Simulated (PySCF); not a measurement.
CH9NSi2.
Cartesian coordinates in Å at the PBE0-D3(BJ)/def2-SVP level; atoms count from 1:
```xyz
13
CH9NSi2 angstrom
C     -2.2162    0.0476   -0.0411
Si    -0.6563   -0.9880    0.0590
N      0.7543   -0.0317    0.4376
Si     2.2051    0.2120   -0.4888
H     -2.1093    0.8448   -0.7926
H     -3.0781   -0.5796   -0.3198
H     -2.4443    0.5196    0.9277
H     -0.8605   -2.0526    1.0949
H     -0.3824   -1.6440   -1.2553
H      0.7674    0.3701    1.3723
H      2.5944    1.6576   -0.4920
H      1.9314   -0.2322   -1.8867
H      3.3809   -0.5548    0.0365
```

Method: delta-SCF UKS SCAN, pcX-2 on the ionised atom, pcseg-1 elsewhere, spin-free X2C in PySCF 2.14.0. Vertical ΔSCF values, vacuum level as zero.

Some binding energies are withheld.

```
atom(s)     bonded to     level  binding energy (eV)
     C1    3 H and Si      C 1s               290.15
     N3    H and 2 Si      N 1s                    ?
    Si2  N, C and 2 H     Si 1s                    ?
    Si4     N and 3 H     Si 1s              1846.85
    Si2  N, C and 2 H  Si 2p3/2               106.76
    Si4     N and 3 H  Si 2p3/2                    ?
```

(1) Fill in Si 1s for Si2.

(2) Fill in Si 2p3/2 for Si4.

(3) What is the N 1s binding energy of N3?

Answers

(1) 1846.64 eV (SiH2 silicon). The other listed Si 1s value is that of Si4; the shift against it is -0.21 eV.

(2) 106.99 eV (SiH3 silicon), with 2p1/2 at 107.62 eV. The other listed Si 2p3/2 value is that of Si2; the shift against it is +0.23 eV.

(3) 404.13 eV (nitrogen bridging silicon atoms).

The 2 Si 1s values lie within 0.21 eV of each other; Gaussian lines of 0.5 eV full width would blend them into one maximum.

Task: Which effective nuclear charge Zeff reproduces each element's mean 1s value in the hydrogen-like formula E = 13.606 eV × Zeff²?

Result: C (Z = 6): mean 290.1 eV, Zeff = 4.62, Z − Zeff = 1.38; N (Z = 7): mean 404.1 eV, Zeff = 5.45, Z − Zeff = 1.55; Si (Z = 14): mean 1846.7 eV, Zeff = 11.65, Z − Zeff = 2.35. Means run over the listed sites, weighted by atom count.

The 2p values add to the ΔSCF energy of one spin-free hole a correction within the shell (spin–orbit coupling, ligand field). 2p1/2 minus 2p3/2 (ligand field included): Si 0.62 eV. One conformer (not necessarily the lowest) at the PBE0-D3(BJ)/def2-SVP geometry, without solvent, vibrations or thermal averaging.

Hardware: one thread of an Arm Neoverse N1 (shared host). Cost: 70 s of wall time.
